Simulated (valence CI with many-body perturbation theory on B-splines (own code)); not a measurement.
E1 transitions of Tb³²⁺

Calculated by relativistic CI+MBPT: five valence electrons over a frozen Dirac-Fock core [Ar] 3d10, a basis of 9 s, 9 p, 8 d, 6 f, 3 g, 1 h functions for each j, with the one-electron correlation potential Σ1, the two-electron term Σ2, the three-electron term Σ3, Breit, model QED; selected CI, second order for the rest (own B-spline code, finite nucleus).

No measured spectrum was set against this ion. As an estimate, large intervals hold to a few tenths of a per cent, small ones and those within an open d or f shell to about a per cent. Among the levels kept, up to 260 cm⁻¹ of a level comes from second order outside the variational space, and about a tenth of that is noise between levels of different J, which matters for small intervals.

Lines 101 to 150 of 232 in falling wavelength, among levels below 2062100 cm⁻¹, chosen from the strongest by gf and those to the six lowest levels. Wavelengths and rates use the calculated energies. Electric multipoles are in the length gauge, E1 and E2 with the static RPA response of the core. Weak lines are less certain than strong ones. Lines between different terms over intervals too small for the method are left out, as are lines whose strength nearly cancels. The highest levels of a list are the least certain.

Levels are named by their leading jj configuration (3d3/2^4 stands for four electrons in 3d with j = 3/2), which in mixed levels can hold well under half, so a name can repeat and another be missing. Letters in brackets count levels of one name in rising energy.

```csv
λ vac (Å),Upper,Lower,A (s⁻¹),log gf,Branch %
127.6,(4s^2 4p1/2 4p3/2 4d5/2) J=5/2 [b],(4s^2 4p3/2^3) J=3/2,9.56e+08,-1.85,0.2
125.9,(4s^2 4p1/2 4p3/2 4d5/2) J=3/2 [c],(4s^2 4p3/2^3) J=3/2,2.98e+09,-1.55,1.1
125.5,(4s 4p1/2^2 4p3/2 4d3/2) J=5/2 [a],(4s^2 4p1/2^2 4d5/2) J=5/2,2.24e+09,-1.50,11.1
125.0,(4s 4p1/2^2 4p3/2 4d3/2) J=3/2 [a],(4s^2 4p1/2^2 4d5/2) J=5/2,9.82e+08,-2.04,3.6
123.0,(4s 4p1/2^2 4p3/2 4d3/2) J=7/2,(4s^2 4p1/2^2 4d5/2) J=5/2,1.40e+09,-1.60,13.5
121.2,(4s^2 4p1/2 4p3/2 4d5/2) J=1/2,(4s^2 4p3/2^3) J=3/2,2.06e+09,-2.04,0.4
119.1,(4s 4p1/2^2 4p3/2 4d3/2) J=5/2 [a],(4s 4p1/2^2 4p3/2^2) J=3/2,1.71e+09,-1.66,8.5
118.6,(4s 4p1/2^2 4p3/2 4d3/2) J=3/2 [a],(4s 4p1/2^2 4p3/2^2) J=3/2,4.54e+09,-1.42,16.6
118.6,(4s 4p1/2^2 4p3/2 4d3/2) J=1/2 [a],(4s 4p1/2^2 4p3/2^2) J=3/2,3.27e+09,-1.86,20.4
114.8,(4s 4p1/2 4p3/2^3) J=3/2 [a],(4s^2 4p1/2 4p3/2^2) J=1/2,3.03e+08,-2.62,0.8
114.7,(4s 4p1/2^2 4p3/2 4d3/2) J=3/2 [a],(4s 4p1/2^2 4p3/2^2) J=1/2,1.71e+09,-1.87,6.2
114.7,(4s 4p1/2^2 4p3/2 4d3/2) J=1/2 [a],(4s 4p1/2^2 4p3/2^2) J=1/2,1.60e+09,-2.20,10.0
112.1,(4s 4p1/2^2 4p3/2 4d5/2) J=3/2,(4s^2 4p1/2^2 4d5/2) J=5/2,5.80e+08,-2.36,0.6
111.3,(4s^2 4p1/2 4p3/2 4d3/2) J=1/2 [a],(4s^2 4p1/2 4p3/2^2) J=1/2,4.13e+08,-2.81,3.5
111.2,(4s^2 4p1/2 4p3/2 4d3/2) J=3/2,(4s^2 4p1/2 4p3/2^2) J=1/2,1.77e+07,-3.88,0.1
110.2,(4s 4p1/2^2 4p3/2 4d3/2) J=3/2 [b],(4s 4p1/2^2 4p3/2^2) J=3/2,4.78e+09,-1.46,5.1
109.8,(4s 4p1/2^2 4p3/2 4d3/2) J=5/2 [b],(4s^2 4p1/2^2 4d5/2) J=5/2,7.48e+08,-2.09,0.8
109.1,(4s 4p1/2 4p3/2^3) J=3/2 [a],(4s^2 4p1/2 4p3/2^2) J=5/2,1.33e+09,-2.02,3.6
108.1,(4s 4p1/2^2 4p3/2 4d5/2) J=5/2,(4s^2 4p1/2^2 4d5/2) J=5/2,3.29e+09,-1.46,3.2
107.0,(4s 4p1/2^2 4p3/2 4d5/2) J=3/2,(4s 4p1/2^2 4p3/2^2) J=3/2,1.15e+10,-1.10,11.0
106.8,(4s 4p1/2^2 4p3/2^2) J=5/2,(4s^2 4p1/2^2 4p3/2) J=3/2,7.77e+09,-1.10,42.6
106.3,(4s^2 4p1/2 4p3/2 4d3/2) J=5/2 [a],(4s^2 4p1/2 4p3/2^2) J=5/2,4.23e+08,-2.37,18.5
105.9,(4s^2 4p1/2 4p3/2 4d3/2) J=3/2,(4s^2 4p1/2 4p3/2^2) J=5/2,1.67e+09,-1.95,13.9
105.5,(4s 4p1/2^2 4p3/2 4d3/2) J=1/2 [a],(4s^2 4p1/2^2 4d3/2) J=3/2,1.54e+09,-2.29,9.6
105.0,(4s 4p1/2 4p3/2^3) J=3/2 [a],(4s^2 4p1/2 4p3/2^2) J=3/2,2.10e+10,-0.86,56.6
104.8,(4s 4p1/2^2 4p3/2 4d3/2) J=5/2 [b],(4s 4p1/2^2 4p3/2^2) J=3/2,2.05e+10,-0.69,20.9
103.8,(4s 4p1/2^2 4p3/2 4d5/2) J=3/2,(4s 4p1/2^2 4p3/2^2) J=1/2,2.14e+09,-1.86,2.1
103.0,(4s^2 4p1/2^2 4d3/2) J=3/2,(4s^2 4p1/2^2 4p3/2) J=3/2,2.03e+09,-1.89,38.8
102.5,(4s 4p1/2 4p3/2^3) J=5/2,(4s^2 4p1/2 4p3/2^2) J=5/2,1.93e+10,-0.74,73.7
102.3,(4s^2 4p1/2 4p3/2 4d3/2) J=5/2 [a],(4s^2 4p1/2 4p3/2^2) J=3/2,3.30e+04,-6.51,0.0
102.2,(4s 4p1/2^2 4p3/2 4d3/2) J=5/2 [a],(4s 4p1/2^2 4p3/2^2) J=5/2,7.09e+09,-1.18,35.2
102.1,(4s 4p3/2^4) J=1/2 [a],(4s^2 4p3/2^3) J=3/2,3.67e+10,-0.94,26.4
102.1,(4s^2 4p1/2 4p3/2 4d3/2) J=1/2 [a],(4s^2 4p1/2 4p3/2^2) J=3/2,1.05e+09,-2.48,9.0
102.0,(4s^2 4p1/2 4p3/2 4d3/2) J=3/2,(4s^2 4p1/2 4p3/2^2) J=3/2,7.71e+09,-1.32,64.5
101.9,(4s 4p1/2^2 4p3/2 4d3/2) J=3/2 [a],(4s 4p1/2^2 4p3/2^2) J=5/2,9.79e+09,-1.22,35.7
101.8,(4s^2 4p1/2 4p3/2 4d3/2) J=7/2,(4s^2 4p1/2 4p3/2^2) J=5/2,7.20e+07,-3.05,100.0
101.7,(4s 4p1/2^2 4p3/2 4d3/2) J=1/2 [b],(4s 4p1/2^2 4p3/2^2) J=3/2,2.90e+09,-2.05,1.4
100.6,(4s 4p1/2^2 4p3/2 4d3/2) J=7/2,(4s 4p1/2^2 4p3/2^2) J=5/2,8.39e+08,-1.99,8.1
100.3,(4s 4p1/2 4p3/2^3) J=1/2,(4s^2 4p1/2 4p3/2^2) J=1/2,1.92e+10,-1.24,6.0
98.89,(4s 4p1/2 4p3/2^3) J=5/2,(4s^2 4p1/2 4p3/2^2) J=3/2,8.77e+08,-2.11,3.3
98.79,(4s 4p1/2^2 4p3/2 4d3/2) J=1/2 [b],(4s 4p1/2^2 4p3/2^2) J=1/2,1.10e+10,-1.49,5.5
98.78,(4s 4p1/2^2 4p3/2 4d3/2) J=3/2 [b],(4s^2 4p1/2^2 4d3/2) J=3/2,6.59e+10,-0.41,70.3
97.92,(4s 4p1/2 4p3/2^3) J=3/2 [b],(4s^2 4p1/2 4p3/2^2) J=1/2,8.75e+09,-1.30,1.5
97.72,(4s^2 4p3/2^2 4d3/2) J=1/2,(4s^2 4p3/2^3) J=3/2,3.63e+08,-2.98,0.1
97.38,(4s^2 4p3/2^2 4d3/2) J=3/2 [a],(4s^2 4p3/2^3) J=3/2,4.46e+06,-4.60,0.0
97.34,(4s^2 4p1/2 4p3/2 4d5/2) J=7/2 [a],(4s^2 4p1/2 4p3/2^2) J=5/2,3.69e+08,-2.38,99.9
96.84,(4s^2 4p3/2^2 4d3/2) J=5/2,(4s^2 4p3/2^3) J=3/2,4.80e+09,-1.39,0.7
96.43,(4s^2 4p1/2 4p3/2 4d5/2) J=3/2 [a],(4s^2 4p1/2 4p3/2^2) J=1/2,1.10e+08,-3.21,0.0
95.56,(4s 4p1/2^2 4p3/2 4d3/2) J=3/2 [b],(4s 4p1/2^2 4p3/2^2) J=5/2,3.01e+08,-2.78,0.3
95.55,(4s 4p1/2^2 4p3/2^2) J=1/2,(4s^2 4p1/2^2 4p3/2) J=3/2,8.61e+10,-0.63,85.5
```
